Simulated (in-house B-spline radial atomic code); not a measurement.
Stripping tantalum of all its electrons. The total binding energy is the sum of the 73 successive ionisation energies. Configuration: [Xe] 4f14 (5d3/2)3 6s2. Level of theory: Dirac-Hartree-Fock, average of the jj configuration, Fermi nucleus of rms radius 5.3507 fm; calculated with an all-electron radial atomic-structure program (B-spline basis).

Dirac-Coulomb total energy: -15616.6175 hartree. First-order corrections (hartree): Breit 16.08, self-energy 13.29, vacuum polarisation -2.362, recoil 0.0293.

Problem. What total binding energy follows, and how does it compare with the sum of NIST's ionisation energies?

Solution. 424214 eV from the corrected total, against 424570 ± 150 eV from NIST's table (measured, semi-empirical and theoretical entries, uncertainties added in quadrature). The difference, +356 eV, is larger than correlation (1 to 2 eV per electron) explains, so errors of the table's theoretical entries must contribute.

Problem. What share of the binding belongs to the last two electrons?

Solution. 37 % by NIST's values (155246.6 eV).
